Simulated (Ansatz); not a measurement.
Species: CH$_{5}$BN$_{2}$, SMILES `N(=C(\N)B)/[H]` (H–B–C–N torsion -122°, N–C–N–H torsion 7°) (charge 0, multiplicity 1), formula CH$_{5}$BN$_{2}$.

Task: How many basis functions does Ansatz (a program for electronic structure) with frozen-core CCSD(T)/cc-pVTZ // B3LYP-D3(BJ)/def2-TZVP use, how many core orbitals are frozen, and how many electrons are correlated?

Result: 190 basis functions and 4 frozen orbitals, which leaves 22 correlated electrons. Core time is of the order of minutes.
